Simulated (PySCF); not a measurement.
Calculation: B3LYP-D3(BJ)/def2-TZVP // TPSS-D3(BJ)/def2-SVP run with PySCF. All species are isolated molecules in the gas phase. One relaxed conformer stands for a flexible species; it need not be the lowest. B3LYP has the VWN-RPA correlation part, as in Gaussian. 

Reference species: [Mo(OH)6] (neutral, multiplicity 1).

```json
{
  "LUMO": "-3.88 eV",
  "HOMO–LUMO gap": "4.68 eV",
  "coordination_number": "6",
  "charge on the central atom (Mulliken)": "1.70 e"
}
```

Changed species: [Mo(OH)4(NH2)2] (2 of 6 OH replaced by NH2; the reference has 0 of 6 OH replaced by NH2).

Question: Predict the effect on the LUMO, HOMO–LUMO gap, coordination number and charge on the central atom (Mulliken).

Answer: the LUMO rises by 0.73 eV, to -3.15 eV; the HOMO–LUMO gap drops by 0.55 eV, to 4.13 eV; the coordination number hardly moves; the charge on the central atom (Mulliken) decreases by 0.05 e, to 1.65 e.
